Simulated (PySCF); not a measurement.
Vertical excitations of a molecule C3H8Se from TDA-PBE/def2-SVPD in PySCF, as energy in eV (oscillator strength): 4.39 (0.000), 4.88 (0.027), 5.17 (0.024), 5.63 (0.016), 5.90 (0.018), 6.13 (0.005), 6.47 (0.027), 6.88 (0.037), 6.93 (0.080), 7.00 (0.057). Lowest triplet (TDA): 3.99 eV. The structure is a stationary point at B3LYP-D3(BJ)/def2-SVP. The values are those of a single conformer.

Which molecule gave these data?
A. CC[Se]C
B. CCC[SeH]
C. CC(C)[SeH]

A, CC[Se]C
